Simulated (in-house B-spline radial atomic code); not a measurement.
## RPA and G0W0 on Hartree-Fock: Ca¹⁹⁺

Configuration 1s1, highest spin, mean-field start Hartree-Fock. Computed with a B-spline radial code for spherical atoms: all electrons, non-relativistic, point nucleus, each spin shell either full or empty, empty states to l = 9 with an (l + 1/2)⁻⁴ tail; G0W0 by contour deformation at full frequency.

Relativity, left out, deepens the 1s level by about Z⁴α²/8 hartree.

With one electron the exact correlation energy is zero, so what RPA and GW give is self-correlation.

Command:
```bash
python run_gw.py task.json out
```
Settings (radii: box in bohr, nucleus in fm):
```
Z                        20
electrons                1
configuration            1s1
hamiltonian              nr
method                   hf
lmax                     9
spin_polarised           True
box_radius               4.23
intervals                44
ion_configuration        bare nucleus
```

Cost of the run: 0.4 s on 1 thread of Intel(R) Xeon(R) 6975P-C (shared host).

Energies (hartree):

```tsv
term	value
mean-field total	-200.00000
Hartree-Fock functional on these orbitals	-200.00000
direct second order	-0.022768
second-order exchange	0.022768
SOSEX correction	0.022629
```

(1) What is the RPA correlation energy, and what remains with SOSEX?

Quasi-particle levels (eV):

```json
{"level": "1s up", "occupied": "yes", "mean field": "-5442.28", "Σx - vxc": "0.00", "Σc": "?", "QP weight": "?", "G0W0": "?"}
{"level": "1s down", "occupied": "no", "mean field": "-5103.68", "Σx - vxc": "0.00", "Σc": "-2.63", "QP weight": "1.000", "G0W0": "-5106.31"}
```

G0W0 = mean field + (Σx - vxc) + Σc, with Σc (partial-wave tail included) taken at the quasi-particle energy.

(2) Where does G0W0 put 1s up?

(3) What does it cost to remove one electron (to the bare nucleus) by differences of total energies, each species on its own start (correlation terms add to the Hartree-Fock functional)?

## Answers

(1) RPA gives -0.022628 hartree (-0.616 eV per electron); RPA + SOSEX gives 0, and the second-order doubles (MP2) 0 hartree. SOSEX takes back 100 % of the RPA value.

(2) At -5442.08 eV, with Σc = 0.20 eV and a quasi-particle weight of 1.000. The tabulated removal energy is 5469.864 eV (NIST, tabulated theory); the calculation leaves out relativity, QED, nuclear size and recoil, and what these don't explain is the method's own error.

(3) Hartree-Fock functional 5442.28 eV, + RPA 5442.89 eV, + RPA + SOSEX 5442.28 eV, + second order 5442.28 eV. Tabulated: 5469.864 eV (NIST, tabulated theory); the calculation leaves out relativity, QED, nuclear size and recoil, and what these don't explain is the method's own error.
